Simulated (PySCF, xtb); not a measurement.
**HOPTe: which of two isomers lies lower**

Structure I: `O=[PH]=[Te]`, a singlet. Structure II: `O=P[TeH]`, a singlet. Both are isolated molecules in the gas phase, relaxed with PBE-D3(BJ)/def2-SVP; the shapes shown needn't be the lowest conformers.

I (Å):

```tsv
atom	x (Å)	y (Å)	z (Å)
O	-0.9271	3.9895	0.1434
P	-1.0295	3.2448	1.4518
Te	0.3242	1.7479	2.5383
H	-2.2471	3.5535	2.1575
```

II (Å):

```xyz
4

O    -2.2889    4.8978    1.9820
P    -1.8240    3.4902    2.2745
Te    0.0660    2.8705    0.6706
H     0.1270    1.3672    1.4268
```

Quicker runs give these differences E(II) − E(I): GFN2-xTB −0.610 eV; HF/STO-3G −1.657 eV (at GFN2-xTB geometries).

Q: Estimate E(II) − E(I) at the level PBE-D3(BJ)/def2-SVP.

A: Calculated at PBE-D3(BJ)/def2-SVP: E(II) − E(I) = −0.216 eV, so structure II lies lower.

How the difference moves with the method:

```
              level             geometry  E(II) − E(I) (eV)  departure from the last row (eV)  job, with rough time for the two
           GFN2-xTB             GFN2-xTB              −0.610                            −0.394              optimisation, 0.36 s
          HF/STO-3G             GFN2-xTB              −1.657                            −1.440               single point, 3.7 s
 r2SCAN-D4/def2-SVP             GFN2-xTB              −0.161                            +0.055                single point, 20 s
PBE-D3(BJ)/def2-SVP  PBE-D3(BJ)/def2-SVP              −0.216                                                  optimisation, 93 s
```

As drawn, II has 1 P–Te, 1 Te–H in place of 1 P=Te, 1 P–H.

The levels shown agree on the order. The largest departure from PBE-D3(BJ)/def2-SVP is that of HF/STO-3G, 1.440 eV. No coupled-cluster energies are at hand for both structures. No reliable frequencies are at hand for I, so it isn't confirmed as a minimum.

Atoms past krypton carry core potentials in the def2 sets, other sets are all-electron and non-relativistic, and no spin–orbit term is included. Codes used: PySCF 2.14.0, xtb 6.7.1; the last row on 2 threads of Intel(R) Xeon(R) Processor @ 2.50GHz (Skylake/Cascade Lake) on a shared host.
